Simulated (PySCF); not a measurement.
B(F)(OMe)(SMe) (C₂H₆BFOS), SMILES COB(F)SC. Atoms are numbered in the order given.

```xyz
12

B      0.0768     0.5467     0.1463
F      0.3453     1.7916     0.5613
O     -0.9008     0.3053    -0.7500
C     -1.7122     1.3203    -1.3186
H     -1.4329     2.3210    -0.9553
H     -1.6074     1.2922    -2.4144
H     -2.7656     1.1255    -1.0631
S      1.0740    -0.8040     0.8307
C      0.3358    -2.2452    -0.0265
H     -0.7281    -2.3446     0.2253
H      0.8797    -3.1341     0.3192
H      0.4442    -2.1481    -1.1145
```

Geometry: B3LYP-D3(BJ)/def2-SVP. The values are those of a single conformer.

Computed with TDA-B3LYP/def2-SVPD (PySCF).

Vertical excitations. Gas-phase values at a fixed geometry.

```tsv
state	energy (eV)	λ (nm)	f	main pairs
S1	5.95	209	0.005	HOMO→LUMO 65 %, HOMO→LUMO+1 32 %
S2	6.19	200	0.029	HOMO→LUMO+1 62 %, HOMO→LUMO 32 %
S3	6.81	182	0.197	HOMO→LUMO+2 91 %
S4	6.93	179	0.015	HOMO→LUMO+3 91 %
S5	7.49	166	0.000	HOMO→LUMO+4 94 %
S6	7.52	165	0.041	HOMO→LUMO+5 97 %
S7	7.74	160	0.000	HOMO→LUMO+6 75 %, HOMO→LUMO+7 19 %
S8	7.89	157	0.056	HOMO−1→LUMO 95 %
S9	8.03	154	0.000	HOMO−1→LUMO+2 59 %, HOMO→LUMO+7 22 %
S10	8.14	152	0.048	HOMO−1→LUMO+1 89 %
T1	5.55	223	0	HOMO→LUMO+1 57 %, HOMO→LUMO 33 %
T2	5.70	218	0	HOMO→LUMO+2 97 %
T3	6.02	206	0	HOMO→LUMO 61 %, HOMO→LUMO+1 27 %, HOMO→LUMO+3 10 %
T4	6.82	182	0	HOMO→LUMO+3 81 %
```
Triplets are in the Tamm–Dancoff approximation.
